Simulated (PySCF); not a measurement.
C₄H₆ClF, SMILES CC/C(Cl)=C\F.

The structure is a stationary point at r2SCAN-D4/def2-SVP. The structure was generated by enumeration; whether it is a known compound was not checked. Other conformers were not sampled.

Two levels are set side by side: TDA-PBE/def2-SVPD (PySCF) and TDA-ωB97X/def2-SVPD (PySCF). Vertical, same geometry. The lowest singlet is HOMO→LUMO+1 99 % with PBE and HOMO→LUMO+1 79 % with the other functional; states are paired by order. Differences are taken from unrounded values.

```json
[
 {"quantity": "lowest singlet excitation (eV)", "TDA-ωB97X": "6.39", "TDA-PBE": "5.57", "TDA-PBE minus TDA-ωB97X": "-0.82"},
 {"quantity": "lowest triplet excitation (TDA) (eV)", "TDA-ωB97X": "4.12", "TDA-PBE": "4.04", "TDA-PBE minus TDA-ωB97X": "-0.08"},
 {"quantity": "first bright state (f over 0.05) (eV)", "TDA-ωB97X": "7.22", "TDA-PBE": "6.52", "TDA-PBE minus TDA-ωB97X": "-0.70"},
 {"quantity": "its oscillator strength", "TDA-ωB97X": "0.40", "TDA-PBE": "0.18", "TDA-PBE minus TDA-ωB97X": "-0.22"}
]
```

A lower first singlet is the usual sign of a functional without exact exchange. Differences between two approximate levels are no errors against the true value.

Rough cost on one machine, each run with all the roots and properties that it gave: TDA-ωB97X against TDA-PBE about 6 times.
